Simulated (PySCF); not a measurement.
Br2H2O2Si. Atoms are numbered in the order given.

```xyz
7

O     -0.0773     1.3786     1.5867
Si     0.0000     0.0000     0.6888
O      0.0773    -1.3786     1.5867
Br    -1.8345     0.0060    -0.5579
Br     1.8345    -0.0060    -0.5579
H      0.7423     1.6648     2.0109
H     -0.7423    -1.6648     2.0109
```
Charge 0, spin multiplicity 1.

Geometry: B3LYP-D3(BJ)/def2-SVP. The values are those of a single conformer.

All values below come from SMD-PBE0/6-31G* (PySCF).

Solvation free energies are E(SMD) − E(gas) at the gas-phase geometry, for 1 M in both phases. Bromine has the revised SMD18 radius of 2.60 Å. In vacuum the dipole moment is 2.15 D.

Computed solvation free energies in water, dimethylsulfoxide, cyclohexanone:
| solvent | ΔG(solv) (kcal/mol) | its non-electrostatic (CDS) part | dipole (D) |
|---|---|---|---|
| water | -11.0 | 0.5 | 2.76 |
| dimethylsulfoxide | -9.6 | -4.0 | 2.65 |
| cyclohexanone | -9.3 | -4.2 | 2.62 |
